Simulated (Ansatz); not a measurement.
Calculated with Ansatz (gas phase, PBE0-D4/def2-TZVP geometries, no zero-point term in ΔE). CBS: MP2 limit from def2 TZ/QZ plus the TZ coupled-cluster correction, frozen cores. For Se outer-core shells are correlated without core-valence functions, which leaves a few kJ/mol of doubt a bond. Scalar relativity is left out up to krypton. Each species was taken in one conformer, which may not be the lowest.

`B[SiH](F)C=C` + `F[Si](F)(F)[SeH]` → `C=C[Se][Si](F)(F)F` + `B[SiH2]F`  (substitution at a C–Si bond)

`B[SiH](F)C=C`:

```xyz
11

B    -2.110   -0.055    0.470
Si   -0.285    0.769    0.497
F     0.467    0.563    1.904
C     0.759   -0.036   -0.812
C     1.830   -0.771   -0.525
H    -2.780    0.063   -0.515
H    -2.564   -0.689    1.375
H    -0.373    2.240    0.263
H     0.469    0.082   -1.855
H     2.428   -1.246   -1.299
H     2.159   -0.922    0.498
```

`F[Si](F)(F)[SeH]`:

```xyz
6

F    -1.311   -0.499   -1.008
Si   -0.288    0.382   -0.198
F    -1.061    1.610    0.408
F     0.753    0.919   -1.250
Se    0.667   -0.718    1.493
H     1.240   -1.695    0.556
```

`C=C[Se][Si](F)(F)F`:

Z-matrix (Å, degrees):
```
Si
F 1 1.575
F 1 1.577 2 107.7
Se 1 2.226 2 108.8 3 -122.9
F 1 1.576 2 108.2 3 114.1
C 4 1.929 1 92.7 2 -176.4
C 6 1.321 4 123.2 1 -78.6
H 6 1.083 4 114.2 1 102.7
H 7 1.085 6 120.1 4 -179.1
H 7 1.084 6 122.3 4 1.4
```

`B[SiH2]F`:

Cartesian coordinates in Å:
```
B 0.503 0.765 0.782
Si -0.332 -0.505 -0.518
F 0.399 -0.534 -1.949
H 1.456 1.443 0.538
H 0.020 0.853 1.873
H -1.754 -0.131 -0.754
H -0.291 -1.890 0.029
```

```tsv
species	HF/def2-TZVPP energy (Eh)
`B[SiH](F)C=C`	-492.39405
`F[Si](F)(F)[SeH]`	-2988.07387
`C=C[Se][Si](F)(F)F`	-3064.97320
`B[SiH2]F`	-415.47495
```

(1) Work out ΔE.

Largest T1 diagnostic among the species: 0.012.

Results:

(1) ΔE = (-3064.97320) + (-415.47495) − (-492.39405) − (-2988.07387) = 0.01977 Eh = +51.9 kJ/mol. CCSD(T)/CBS gives +46.0 kJ/mol.

In def2-TZVPP, CCSD(T) changes the Hartree–Fock value by −7.4 kJ/mol (the triples alone add −1.9 kJ/mol) and MP2 by −10.6 kJ/mol. The D4 term adds −4.3 kJ/mol with B3LYP and −2.4 kJ/mol with PBE0; it sums over pairs of atoms, weighted by their polarisabilities, and B3LYP, whose exchange is more repulsive, gets the larger term.

B3LYP here is the variant with VWN-RPA as its local correlation; programs differ in this.
